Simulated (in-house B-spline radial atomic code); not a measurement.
PBE0 excitations of Hf4+

Method: PBE0. Computed with an all-electron radial atomic-structure program (B-spline basis): linear response of the closed shell [Xe] 4f14 with the functional's adiabatic kernel; scalar-relativistic (spin-free one-electron X2C), finite nucleus, no spin-orbit coupling, no double excitations, S, P, D and F terms only; shells from n = 3 respond. Only terms of natural parity with L up to 3 were computed.

Spin-orbit coupling is strong here, so these LS terms don't match observed levels.

Command:
```bash
python run_td.py task.json out
```
Settings (radii: box in bohr, nucleus in fm):
```
Z                        72
electrons                68
configuration            [Xe] 4f14
hamiltonian              x2c
method                   pbe0
box_radius               19.1
rms_radius               5.347
intervals                71
```

Time taken, with all properties: 9 s on 1 thread of Arm Neoverse N1 (shared host).

The lowest states, in the order of their Tamm-Dancoff energies; the method's threshold (minus the highest occupied level) is 61.73 eV. Labels give the largest channel, * marks a mixed state, and oscillator strengths are full-response dipole values. Semilocal kernels can invert the small singlet-triplet splittings of Rydberg terms. Energies in eV:

```
     state  full response  Tamm-Dancoff  oscillator strength
4f → 5d 3P         19.439        19.499                    -
4f → 5d 3F              ?             ?                    -
4f → 5d 1F         20.688        20.696                    -
4f → 5d 1P         21.868        22.156                0.175
4f → 6s 3F              ?             ?                    -
4f → 6s 1F         24.941        24.944                    -
4f → 6p 3D          32.66         32.66                    -
4f → 6p 1D          32.96         32.97                    -
5p → 5d 3P          35.35         35.44                    -
5p → 5d 3F          35.85         35.95                    -
5p → 5d 1F          37.88         37.91                    -
5p → 6s 3P          41.12         41.13                    -
5p → 6s 1P          41.66         41.71                0.146
```

(1) Where does 4f → 5d 3F lie?

(2) Where does 4f → 6s 3F lie?

(3) How large is the singlet-triplet splitting of 4f → 5d (F terms) in Tamm-Dancoff?

(4) What polarisabilities and dispersion coefficient does the method give?

Answers

(1) At 20.058 eV in full response, 20.088 eV in Tamm-Dancoff.

(2) At 24.788 eV in full response, 24.793 eV in Tamm-Dancoff.

(3) 0.608 eV, from the unrounded values.

(4) Dipole 3.23 bohr³, quadrupole 5.127 bohr⁵, C6 14.74 hartree·bohr⁶ for two such species.
